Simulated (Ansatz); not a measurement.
Geometry optimisation, RKS B3LYP/def2-SVP in Ansatz 0.2.0.

Input:

```yaml
crystal:
  periodic: [false, false, false]
  atoms:
    - { symbol: B, position_ang: [-0.08915, -0.004175, 0.190647] }
    - { symbol: "N", position_ang: [-0.032473, -0.302735, 1.64697] }
    - { symbol: H, position_ang: [-0.756235, -0.839019, 2.102546] }
    - { symbol: H, position_ang: [0.871419, -0.372798, 2.096351] }
    - { symbol: F, position_ang: [1.042341, 0.399034, -0.409447] }
    - { symbol: "N", position_ang: [-1.252674, -0.186974, -0.587045] }
    - { symbol: H, position_ang: [-2.131868, -0.537398, -0.235085] }
    - { symbol: H, position_ang: [-1.26528, 0.067549, -1.565062] }
    - { symbol: S, position_ang: [-0.802004, 2.953804, 0.821962] }
    - { symbol: H, position_ang: [-1.74289, 2.239313, 0.175125] }
    - { symbol: H, position_ang: [-0.556285, 1.893599, 1.669937] }
basis:
  gaussian: { orbitals: def2-SVP }
hamiltonian:
  xc: b3lyp
relax:
  f_tol: 0.03
  max_steps: 50
output:
  orbitals: {}
```

Command:

```bash
$ ansatz run input.yaml --threads 2 --pin off --max-ram 3072MiB --backend cpu --events-out ev --progress --plain --runs-dir out
```

Q: Where does it end, and by what steps?

A: The forces met the threshold. The force dipped under the threshold on the way, but the program's further checks kept it going. After 18 steps the energy has fallen by 0.244 eV; S9 moved furthest, 1.08 Å.

```tsv
step	energy less start (eV)	largest force component (eV/Å)	accepted
0	0.0000	1.922	yes
1	-0.1302	1.113	yes
2	-0.1806	0.808	yes
3	-0.2017	0.313	yes
4	-0.2099	0.258	yes
5	-0.2264	0.119	yes
6	-0.2271	0.151	yes
7	-0.2050	0.886	no
8	-0.2298	0.064	yes
9	-0.2310	0.309	yes
10	-0.2341	0.109	yes
11	-0.2363	0.019	yes
12	-0.2326	0.485	no
13	-0.2385	0.153	yes
14	-0.2401	0.208	yes
15	-0.2419	0.112	yes
16	-0.2436	0.078	yes
17	-0.2442	0.031	yes
18	-0.2444	0.026	yes
```

```xyz
11
Properties=species:S:1:pos:R:3
B 0.036 -0.330 0.093
N 0.128 -0.286 1.509
H -0.677 -0.259 2.121
H 0.997 -0.510 1.978
F 1.175 -0.531 -0.606
N -1.162 -0.127 -0.634
H -2.071 -0.008 -0.206
H -1.183 -0.217 -1.642
S -1.705 2.924 1.408
H -1.612 2.493 0.129
H -0.641 2.162 1.757
```

The run took 48 s on 2 threads of Arm Neoverse V2, on a shared host, peak memory 0.22 GiB.
